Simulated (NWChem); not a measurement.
## phosphorus nitride (NP) in NWChem

```xyz
2

N      0.0000     0.0000     1.0149
P      0.0000     0.0000    -0.4736
```
Charge 0, spin multiplicity 1.

All runs are NWChem calculations. The geometry was optimised at PBE0/def2-SVP, a minimum by its harmonic frequencies.

Symmetry labels belong to the abelian group C2v used in the runs, with the axes of the coordinates shown; states degenerate in a higher group split over its labels.

B3LYP has NWChem's definition, with VWN1-RPA local correlation.

Q: List the lowest 3 singlet excitations that TD-B3LYP/aug-cc-pVDZ, VWN1-RPA local correlation gives, with oscillator strengths.

A: 
| state | symmetry | energy (eV) | wavelength (nm) | f |
|---|---|---|---|---|
| 1 | a2 | 4.80 | 258 | 0.000 |
| 2 | b1 | 5.11 | 243 | 0.003 |
| 3 | b2 | 5.11 | 243 | 0.003 |
